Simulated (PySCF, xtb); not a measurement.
Si(Me)(OH) (CH4OSi), SMILES [Si](C)O (connectivity only; charge and spin as stated), neutral, multiplicity 1.

GFN2-xTB run with xtb at its own geometry gives an orbital gap of 2.76 eV and a dipole moment of 0.92 D.

Geometry optimised at PBE0-D3(BJ)/def2-TZVP. The values are those of a single conformer.

**Question.** What does PySCF with ωB97X/def2-TZVPD give? (Estimate from the structure and the level; the computed values follow.)

**Answer.** gap 8.90 eV (levels -8.51 and 0.39 eV), dipole 0.35 D.
